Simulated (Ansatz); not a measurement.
Al$_{2}$H$_{6}$S$_{2}$ (`[AlH2-]1[SH+][AlH2-][SH+]1`). The species carries charge 0 and has multiplicity 1. All single points use the PBE0-D4/def2-TZVP geometry.

```xyz
10

Al    1.121    0.692    0.921
S     0.927   -1.497    0.026
Al   -1.321   -0.843   -0.357
S    -0.984    1.454    0.134
H     2.262    1.460    0.139
H     0.973    0.540    2.486
H     1.364   -1.169   -1.202
H    -1.636   -0.990   -1.900
H    -2.158   -1.428    0.848
H    -0.547    1.781   -1.094
```

**Question.** What is the dipole moment at PBE/def2-TZVPP? (Best estimate.)

**Answer.** The calculation gave: 1.81 D, with components (0.59, 0.44, -1.65) D in this frame, pointing from negative to positive charge.

**Question.** And with r2SCAN, B3LYP, ωB97M-V? (Best estimate.)

**Answer.** Ansatz gave: r2SCAN 1.89 D, B3LYP 1.81 D, ωB97M-V 1.82 D.

**Question.** Give the Mulliken charges with PBE, r2SCAN, B3LYP in def2-TZVPP. (Estimate.)

**Answer.** Ansatz gave: 
```csv
atom,PBE,r2SCAN,B3LYP
Al1,0.31,0.44,0.40
S2,-0.19,-0.22,-0.22
Al3,0.31,0.44,0.40
S4,-0.19,-0.22,-0.22
H5,-0.13,-0.17,-0.15
H6,-0.13,-0.18,-0.16
H7,0.14,0.13,0.13
H8,-0.13,-0.17,-0.15
H9,-0.13,-0.18,-0.16
H10,0.14,0.13,0.13
```

B3LYP here is the variant with VWN-RPA as its local correlation; programs differ in this.
